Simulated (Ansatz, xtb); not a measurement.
## Two isomers of CH9ClOSi3

Structure a is `[SiH3]O[SiH2]C[SiH2]Cl`, a singlet and structure b is `C[Si@@H]([SiH3])O[SiH2]Cl`, a singlet. Both are isolated molecules in the gas phase, relaxed with PBE0-D3(BJ)/def2-SVP; each stands in its lowest conformer found.

Estimate which is lower in electronic energy at CCSD(T)/def2-SVP + ΔMP2/def2-TZVPP, and by roughly how much.

Too close to call at this level: CCSD(T)/def2-SVP + ΔMP2/def2-TZVPP gives E(b) − E(a) = +0.78 kJ/mol.

How the difference moves with the method:

| level | geometry | E(b) − E(a) (kJ/mol) | departure from the last row (kJ/mol) | job, with rough time for the two |
| --- | --- | --- | --- | --- |
| PBE0-D3(BJ)/def2-SVP | PBE0-D3(BJ)/def2-SVP | −14.60 | −15.38 | optimisation, 5.9 min |
| HF/def2-SVP | PBE0-D3(BJ)/def2-SVP | +8.91 | +8.13 | part of the CCSD(T) run |
| MP2/def2-SVP | PBE0-D3(BJ)/def2-SVP | +3.66 | +2.88 | part of the CCSD(T) run |
| CCSD(T)/def2-SVP | PBE0-D3(BJ)/def2-SVP | −2.17 | −2.94 | single point |
| CCSD(T)/def2-SVP + ΔMP2/def2-TZVPP | PBE0-D3(BJ)/def2-SVP | +0.78 |  | single point, 52 s |

As drawn, b has 1 Si–Si, 1 C–H in place of 1 C–Si, 1 Si–H.

The largest departure from CCSD(T)/def2-SVP + ΔMP2/def2-TZVPP is that of PBE0-D3(BJ)/def2-SVP, 15.38 kJ/mol. Levels run at GFN2-xTB geometries aren't shown. The last row adds to CCSD(T) the change of the MP2 difference between the two basis sets, here +2.94 kJ/mol.

With thermal terms from frequencies at re-optimised GFN2-xTB minima (ideal gas, soft modes damped towards free rotors, one conformer each, 298.15 K, 1 atm): the zero-point term adds +4.87 kJ/mol; ΔH is +7.14 and ΔG +4.31 kJ/mol.

The correlated steps freeze 22 core orbitals. Mirror images aren't counted in ΔG. Codes used: Ansatz 0.2.0, xtb 6.7.1; the last row on 4 threads of Arm Neoverse V2 on a shared host.
